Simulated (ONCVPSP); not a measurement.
**Building the ONCV potential for P (LDA (Perdew-Wang 92), scalar-relativistic).**

phosphorus, optimised norm-conserving Vanderbilt (ONCV), made with ONCVPSP 4.0.1 (LDA (Perdew-Wang 92), scalar-relativistic). Core [Ne], reference 3s2 3p3. Waves: 3s: rc 1.45 bohr, ncon 4, nbas 8, qcut 4.3 1/bohr, 2 projectors, debl 3.7 Ha; 3p: rc 1.60 bohr, ncon 3, nbas 6, qcut 4.8 1/bohr, 2 projectors, debl 0.4 Ha; d scattering state at 0.4 Ha: rc 1.50 bohr, ncon 4, nbas 7, qcut 6 1/bohr, 2 projectors, debl 0.5 Ha. Local part: polynomial inside 1.25 bohr (lpopt 5, dvloc0 6 Ha). Core correction: Teter function, fcfact 2.5, rcfact 1.35.

(1) Estimate the cutoffs (Ha) at which the residual kinetic energy of the hardest occupied pseudo-wave falls to 1 and 0.1 mHa per electron.

(2) Does the potential have ghost states?

(3) Which valence shell sets the plane-wave cutoff?

(4) Tests: 3s2 3p2; 3s2 3p1; 3s2 3p0; 3s1 3p0. Which has the largest error in its energy relative to the reference configuration, and how large is it?

Answers

(1) 11 Ha and 41 Ha.

(2) No bound ghost flagged; no localised positive-energy state flagged.

(3) 3s: 11 Ha for 1 mHa per electron, against 5 Ha for 3p.

(4) 3s1 3p0, with +244 meV (all-electron minus pseudo) on +111.13 eV.
